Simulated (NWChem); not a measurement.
System: C2H5BO; SMILES C(=C)BO

NWChem input:

```
start job
memory heap 200 mb stack 900 mb global 1100 mb
geometry units angstroms
  B     -0.457378     0.634633     0.001500
  H     -1.653651     0.566569     0.003375
  C      0.419675    -0.649924     0.001824
  C     -0.129496    -1.874921    -0.001366
  H      1.513010    -0.586791     0.003958
  H      0.459087    -2.791158    -0.002133
  H     -1.210445    -2.004143    -0.003454
  O      0.058613     1.895032    -0.001175
  H      1.028693     1.899591    -0.002719
end
basis spherical
  B library 6-31g*
  H library 6-31g*
  C library 6-31g*
  O library 6-31g*
end
dft
  xc hfexch
  iterations 150
end
driver
  maxiter 120
end
task dft optimize
task dft freq
```

The level has its own optimisation; frequencies are unscaled.

Q: Give the results of this calculation. (Hartree-Fock/6-31G* (spherical d).) Quantities: r B–H (Å); r B–C (Å); r B–O (Å); r C–C (Å); highest harmonic frequency (cm⁻¹); lowest (cm⁻¹); zero-point energy (kcal/mol); dipole (D).

A: 
```json
{
 "r B–H (Å)": "1.191",
 "r B–C (Å)": "1.565",
 "r B–O (Å)": "1.351",
 "r C–C (Å)": "1.327",
 "highest harmonic frequency (cm⁻¹)": "4097",
 "lowest (cm⁻¹)": "125",
 "zero-point energy (kcal/mol)": "47.2",
 "dipole (D)": "2.12"
}
```
